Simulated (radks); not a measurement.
The numbers below are computed, except where a source is named.
Dynamic dipole polarisability and lines of the silicon ion Si3+, [Ne] 3s1. Level of theory: scalar-relativistic Kohn-Sham, PBE, spin-polarised, spherical densities, finite nucleus; open shells are filled with parallel spins first; Fermi nuclear charge, rms radius of each element as measured or else 0.836 A^(1/3) + 0.57 fm (a radial shooting solver on a logarithmic mesh with Libxc functionals). Time-dependent linear response with the Hartree and adiabatic LDA kernel, continuum included through the Sternheimer equations, no spin-orbit coupling, so fine structure and intercombination lines are absent. Lines are the poles of the dipole polarisability below minus the highest occupied eigenvalue, found on a grid refined at the orbital gaps; the lowest seven at most are given, and weak or close lines can be missed. The first line takes the name of the lowest orbital gap if no other gap lies below it; otherwise a line is named after a gap within 0.6 % of it, if that gap stands alone.

| photon energy (eV) | alpha (bohr^3) |
|---|---|
| 0 | 6.599 |
| 0.663 | 6.631 |
| 3.316 | 7.509 |
| 5.969 | 10.94 |
| 8.622 | 41.80 |
| 11.275 | -13.86 |
| 13.929 | -4.959 |
| 16.582 | -2.681 |
| 19.235 | -1.656 |
| 21.888 | -1.058 |
| 24.541 | -0.5459 |
| 27.194 | -1.223 |
| 29.847 | -0.5319 |
| 32.500 | 0.02563 |
| 35.153 | -0.1672 |

Lines (eV, oscillator strength): 9.367 (132.4 nm, 3s-3p), f = 0.752; 26.397 (46.97 nm, unassigned), f = 0.0366; 32.876 (37.71 nm, 3s-5p), f = 0.0134. Higher lines, where found, are left out when the end of the mesh affects them. Those listed give 97 % of the static polarisability (sum of f/w^2). Orbital energy gaps for comparison: 3s-3p 8.763 eV; 3s-4p 26.730 eV; 3s-5p 32.976 eV. At laser wavelengths: 1550 nm 6.646, 1064 nm 6.699, 780 nm 6.787, 532 nm 7.018, 355 nm 7.624, 266 nm 8.688, 193 nm 12.23 bohr^3.
